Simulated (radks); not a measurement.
Results of a calculation; reference values are marked as such.
Question: Hg32+, configuration [Kr] 4d10 4f2 (the NIST ground configuration). Level of theory: non-relativistic Kohn-Sham, TPSS, spin-polarised, spherical densities, point nucleus; open shells are filled with parallel spins first (spin-orbit coupling, left out, can overturn this in heavy ions); meta-GGA in the generalised Kohn-Sham scheme; relativity is left out, which matters for an element this heavy (a radial shooting solver on a logarithmic mesh with Libxc functionals). Some entries of the table are withheld. Estimate them.

orbital,occ.,eigenvalue (hartree),<r^2> (bohr^2)
1s down,1,-2802.181,0.0004782
1s up,1,-2802.181,0.0004782
2s up,1,-505.6233,0.007437
2s down,1,-505.6202,0.007437
2p up,3,-487.8231,0.005487
2p down,3,-487.8211,0.005487
3s up,1,-152.4062,0.04535
3s down,1,-152.2934,0.04531
3p up,3,-144.1114,0.04172
3p down,3,-144.0077,0.04167
3d up,5,-128.7256,0.03209
3d down,5,-128.6482,0.03205
4s up,1,-62.50864,0.1905
4s down,1,-62.38032,0.1908
4p up,3,-58.82991,0.1905
4p down,3,-58.69796,0.1909
4d up,5,(1),0.1862
4d down,5,(2),0.1866
4f up,2,-43.64493,0.1636
4f down,0,-43.47407,0.1642
5s up,0,-33.45780,(3)
5s down,0,-33.40209,(4)
5p up,0,-31.78674,(5)
5p down,0,-31.73169,(6)

Answer: 
(1) 4d up eigenvalue (hartree): -52.17035
(2) 4d down eigenvalue (hartree): -52.02821
(3) 5s up <r^2> (bohr^2): 0.6058
(4) 5s down <r^2> (bohr^2): 0.6071
(5) 5p up <r^2> (bohr^2): 0.6254
(6) 5p down <r^2> (bohr^2): 0.6269
